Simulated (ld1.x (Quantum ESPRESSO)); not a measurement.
## Which change was made? (Ga, ultrasoft)

| Property | Result |
| --- | --- |
| Element | gallium (Ga) |
| Generator | ld1.x (Quantum ESPRESSO) 7.5 |
| Type | ultrasoft |
| Functional | PBEsol |
| Relativity | scalar-relativistic |
| Frozen core | [Ar] |
| Valence charge | 13 |
| Reference configuration | 3d10 4s1 4p2 |
| Partial waves | 4s (bound): rcut 1.20, rcutus 1.55 bohr; 4s channel at 3.25 Ry: rcut 1.20, rcutus 1.55 bohr; 4p (bound): rcut 2.00, rcutus 2.65 bohr; 4p channel at 1.85 Ry: rcut 2.00, rcutus 2.65 bohr; 3d (bound): rcut 1.05, rcutus 1.25 bohr; 3d channel at -0.85 Ry: rcut 1.05, rcutus 1.25 bohr |
| Local potential | all-electron potential smoothed inside 1.20 bohr (lloc = -1) |
| Core correction | none |
| Augmentation charge | built from norm-conserving waves at rcut, not smoothed further |

Cutoffs, loose and tight: the cutoffs (Ry, on a coarse ladder) from which the occupation-weighted sum of valence levels, in a spherical-Bessel basis at the reference potential, stays within 10 and 1 mRy of its value at 400 Ry. They do not see the model core or the augmentation charge, which bear on the density cutoff. Test errors are all-electron minus pseudo excitation energies from the reference, over the configurations 3d10 4s2 4p1; 3d10 4s2 4p0; 3d10 4s1 4p0; 3d9 4s2 4p2; 3d10 4s0 4p3; 3d10 4s2 4p0.5; 3d9 4s2 4p1; variants that change the core or the reference have their own tests. The largest error is taken over the tests solved by every variant that gives reliable tests at all, those not shown here included: 3d10 4s1 4p0; 3d10 4s2 4p0; 3d10 4s2 4p1; 3d9 4s2 4p2.

The base gives: outcome: generated; cutoff, loose: 90 Ry; cutoff, tight: 160 Ry; bound ghosts: s; largest test error (meV): -182.

Problem. After one change the result is: outcome: generated; cutoff, loose: 90 Ry; cutoff, tight: 160 Ry; bound ghosts: s; largest test error (meV): -79. Which change was it?
A. all radii scaled by about 1.07 (s 1.66, p 2.84, d 1.34 bohr, rcut 1.28/2.14/1.12); local potential all-electron potential smoothed inside 1.28 bohr (lloc = -1)
B. augmentation PSQ, inside the norm-conserving radii
C. waves 3d (bound): rcut 1.05, rcutus 1.64 bohr; 3d channel at -0.85 Ry: rcut 1.05, rcutus 1.64 bohr
D. local potential all-electron potential smoothed inside 2.16 bohr (lloc = -1)

Solution. B. The others give: all radii scaled by about 1.07 (s 1.66, p 2.84, d 1.34 bohr, rcut 1.28/2.14/1.12); local potential all-electron potential smoothed inside 1.28 bohr (lloc = -1) → outcome: generated; cutoff, loose: 70 Ry; cutoff, tight: 120 Ry; bound ghosts: p; largest test error (meV): -165 | local potential all-electron potential smoothed inside 2.16 bohr (lloc = -1) → outcome: generated; cutoff, loose: 90 Ry; cutoff, tight: 160 Ry; bound ghosts: s; largest test error (meV): -250 | waves 3d (bound): rcut 1.05, rcutus 1.64 bohr; 3d channel at -0.85 Ry: rcut 1.05, rcutus 1.64 bohr → outcome: generated; cutoff, loose: 40 Ry; cutoff, tight: 70 Ry; bound ghosts: s; largest test error (meV): -275.
